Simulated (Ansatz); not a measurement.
Geometry optimisation, RKS PBE/def2-SVP (Ansatz).

input.yaml

```yaml
crystal:
  periodic: [false, false, false]
  atoms:
    - { symbol: Al, position_ang: [-0.026991, -0.148356, -0.200961] }
    - { symbol: F, position_ang: [-0.06437, -0.551886, 1.445994] }
    - { symbol: "N", position_ang: [1.591848, -0.128202, -0.937403] }
    - { symbol: H, position_ang: [2.467406, -0.335221, -0.452393] }
    - { symbol: H, position_ang: [1.776163, 0.078138, -1.921191] }
    - { symbol: H, position_ang: [-1.372294, -0.0245, -1.02331] }
    - { symbol: O, position_ang: [-0.026149, 2.306378, 1.460086] }
    - { symbol: H, position_ang: [0.934899, 2.48123, 1.451864] }
    - { symbol: H, position_ang: [-0.083912, 1.487218, 2.018614] }
basis:
  gaussian: { orbitals: def2-SVP }
hamiltonian:
  xc: pbe
relax:
  f_tol: 0.03
  max_steps: 50
```

Command:

```bash
$ ansatz run input.yaml --threads 2 --pin off --max-ram 3072MiB --backend cpu --events-out ev --progress --plain --runs-dir out
```

**Question.** Where does it end, and by what steps?

**Answer.** The forces met the threshold. After 16 steps the energy has fallen by 0.662 eV; H8 moved furthest, 1.27 Å. Joined: Al1–O7 (2.96 → 1.98 Å).

| step | energy less start (eV) | largest force component (eV/Å) | accepted |
| --- | --- | --- | --- |
| 0 | 0.0000 | 0.846 | yes |
| 1 | -0.1431 | 0.861 | yes |
| 2 | -0.3329 | 1.076 | yes |
| 3 | -0.4669 | 0.655 | yes |
| 4 | -0.5127 | 0.413 | yes |
| 5 | -0.5345 | 0.330 | yes |
| 6 | -0.5486 | 0.347 | yes |
| 7 | -0.5645 | 0.557 | yes |
| 8 | -0.5866 | 0.738 | yes |
| 9 | -0.6199 | 0.625 | yes |
| 10 | -0.6310 | 0.893 | yes |
| 11 | -0.6460 | 0.504 | yes |
| 12 | -0.6538 | 0.337 | yes |
| 13 | -0.6606 | 0.087 | yes |
| 14 | -0.6616 | 0.073 | yes |
| 15 | -0.6621 | 0.034 | yes |
| 16 | -0.6623 | 0.028 | yes |

```xyz
9
Properties=species:S:1:pos:R:3
Al -0.191 0.061 0.099
F -0.205 -0.992 1.427
N 1.552 0.388 -0.522
H 2.307 -0.235 -0.209
H 1.729 0.606 -1.510
H -1.446 0.118 -0.871
O 0.134 1.814 0.971
H 1.067 1.630 0.515
H 0.251 1.775 1.941
```

Whether the end is a true minimum wasn't checked by a vibrational analysis.

Time of the run: 13 s on 2 threads of AMD EPYC 9R45 96-Core Processor (Zen 5), on a shared host, peak memory 0.16 GiB.
